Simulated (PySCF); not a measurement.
Ligand exchange on a metal centre used in film growth or etching (Zn NH2-H). Isolated molecules, 0 K electronic values unless said otherwise. One relaxed conformer stands for each flexible species; it need not be the lowest.

The HOMO from two functionals at the same geometries (PBE-D3(BJ)/def2-SVP), both in PySCF: PBE-D3(BJ)/def2-TZVP and B3LYP-D3(BJ)/def2-TZVP. B3LYP has the VWN-RPA correlation part, as in Gaussian. 

```json
[
 {"species": "0 of 2 NH2 replaced by H ([Zn(NH2)2])", "PBE-D3(BJ)/def2-TZVP (eV)": "-5.53", "B3LYP-D3(BJ)/def2-TZVP (eV)": "-6.63"},
 {"species": "1 of 2 NH2 replaced by H ([Zn(NH2)(H)])", "PBE-D3(BJ)/def2-TZVP (eV)": "-5.56", "B3LYP-D3(BJ)/def2-TZVP (eV)": "-6.65"},
 {"species": "2 of 2 NH2 replaced by H ([Zn(H)2])", "PBE-D3(BJ)/def2-TZVP (eV)": "-6.85", "B3LYP-D3(BJ)/def2-TZVP (eV)": "-7.84"}
]
```

Over these rows, drawn at random from the members with no instability flagged (it was tested for open shells, ions and some series alone), PBE minus B3LYP-D3(BJ): mean +1.06 eV, from +0.99 eV to +1.10 eV.
